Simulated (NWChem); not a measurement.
Species: InCl₂ cation; SMILES [Cl][In+][Cl]

```xyz
3

In     0.0000     0.0000     0.0000
Cl     0.0000     0.0000     2.2451
Cl     0.0000     0.0000    -2.2451
```
Atoms are numbered in this order, from 1.

Program: NWChem. Coordinates come from a PBE0/def2-SVP optimisation. def2 effective core potentials on In; no spin-orbit coupling. Vertical excitations in the gas phase; the lowest state need not have the same character in each row.

For level B3LYP/def2-SVP, full TDDFT:

- lowest excitation, singlet (eV): 3.82
- orbital gap (eV): 5.01

**Question.** How do the values read with level PBE/def2-SVP, full TDDFT instead?

**Answer.** 
| Property | Result |
|---|---|
| lowest excitation, singlet (eV) | 3.53 |
| orbital gap (eV) | 3.32 |
